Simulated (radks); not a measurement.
Spherical quantum dot in the effective-mass picture: electrons in a well V = -V0 / (1 + exp((r - R)/a)) with V0 = 5.83, R = 8.49, a = 0.85, all in effective atomic units (hartree* = m*/eps^2 hartree, bohr* = eps/m* bohr), one dielectric constant everywhere. Method: non-relativistic Kohn-Sham, PBE, spin-polarised, spherical densities; computed with a radial shooting solver with Libxc functionals. Levels are named by radial order and angular momentum (1s, 1p, 1d, 2s, ...), and open shells are averaged over m.

N = 11, configuration 1s2 1p6 1d(up 3, down 0). This is the lowest configuration that the search found. Occupied levels:

level,occupation,eigenvalue (hartree*),<r> (bohr*)
1s up,1,-3.7930,4.763
1s down,1,-3.7711,4.676
1p up,3,-3.7397,4.995
1p down,3,-3.7152,4.943
1d up,3,-3.6499,5.214

Energy (hartree*): total -51.3073, kinetic 1.9123, external -62.144, Hartree 11.060, exchange-correlation -2.1356.
